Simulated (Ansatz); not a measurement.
Isomers of C$_{3}$H$_{5}$BClF, relaxed with PBE0-D4/def2-TZVP in Ansatz; electronic energies, one conformer each and not always the lowest. Functionals use def2-TZVPP; CBS adds triple-zeta CCSD(T) − MP2 to the MP2 limit of def2-TZVPP and def2-QZVPP.

(1) Order them by energy at frozen-core CCSD(T)/CBS, lowest first. (Estimate.)
A. `C=C(C)B(F)Cl`
B. `CC1(Cl)CB1F`
C. `FC1(Cl)CBC1`
D. `BC(Cl)C(=C)F`

(2) How do B2PLYP, MP2/CBS(def2), PBE-D4, r2SCAN-D4 place them (kJ/mol, against `C=C(C)B(F)Cl`)? (Estimate.)

Results:

(1) A (0.0 kJ/mol), B (236.9 kJ/mol), C (352.2 kJ/mol), D (382.2 kJ/mol).

(2) Computed: 
```csv
isomer,B2PLYP,MP2/CBS(def2),PBE-D4,r2SCAN-D4
`FC1(Cl)CBC1`,361.4,353.1,333.7,346.2
`CC1(Cl)CB1F`,239.7,231.3,218.0,229.9
`BC(Cl)C(=C)F`,381.7,389.7,356.7,372.2
```
